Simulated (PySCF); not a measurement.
InFI₂, SMILES [F][In]([I])[I]. Atoms are numbered in the order given.

```xyz
4

In     0.0000     0.0000     0.6730
F      0.0000     0.0000     2.6231
I      0.0000     2.3485    -0.5338
I      0.0000    -2.3485    -0.5338
```
Charge 0, spin multiplicity 1.

Geometry: PBE0-D3(BJ)/def2-SVP. The structure was generated by enumeration; whether it is a known compound was not checked. The def2 effective core potentials stand for the cores of I, In; spin–orbit coupling is left out.

The numbers are results of C-PCM-PBE0/def2-SVP (PySCF), not measurements.

The values are the electrostatic part of the solvation free energy, E(continuum) − E(gas) at the gas-phase geometry, in a cavity of scaled van der Waals radii (PySCF's table); cavitation and dispersion terms are not included. A continuum can't describe solvent molecules that bind to the metal. In vacuum the orbital gap is 4.95 eV. The dipole moment in vacuum is 1.72 D.

Q: Estimate the values in water (ε = 78.36), N,N-dimethylformamide (ε = 37.22), acetone (ε = 20.49). (The exact figures need the calculation; the answer reports its results.)

A: 
| solvent | ε | ΔG(elec) (kcal/mol) | dipole (D) | gap (eV) |
|---|---|---|---|---|
| water | 78.36 | -7.9 | 1.85 | 5.09 |
| N,N-dimethylformamide | 37.22 | -7.8 | 1.85 | 5.08 |
| acetone | 20.49 | -7.6 | 1.85 | 5.08 |
